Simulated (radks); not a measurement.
The numbers below are computed, except where a source is named.
Problem. Species: Ir X. Configuration: [Xe] 4f14 (the NIST ground configuration). Code: a radial shooting solver on a logarithmic mesh with Libxc functionals. Model: scalar-relativistic Kohn-Sham, PBEsol, spin-unpolarised, spherical densities, point nucleus. Some entries of the table are withheld. Estimate them.

| orbital | occ. | eigenvalue (hartree) | <1/r> (bohr^-1) |
|---|---|---|---|
| 1s | 2 | -2802.342 | 92.22 |
| 2s | 2 | (1) | (2) |
| 2p | 6 | -430.3976 | 19.36 |
| 3s | 2 | -119.6868 | 8.004 |
| 3p | 6 | (3) | (4) |
| 3d | 10 | -80.26347 | 6.918 |
| 4s | 2 | -29.61219 | 3.421 |
| 4p | 6 | -23.45227 | 3.097 |
| 4d | 10 | -15.89213 | 2.770 |
| 5s | 2 | -8.60826 | 1.429 |
| 4f | 14 | (5) | 2.337 |
| 5p | 6 | -6.89280 | 1.253 |

Solution. 
(1) 2s eigenvalue (hartree): -494.6156
(2) 2s <1/r> (bohr^-1): 21.60
(3) 3p eigenvalue (hartree): -100.9131
(4) 3p <1/r> (bohr^-1): 7.337
(5) 4f eigenvalue (hartree): -7.47023
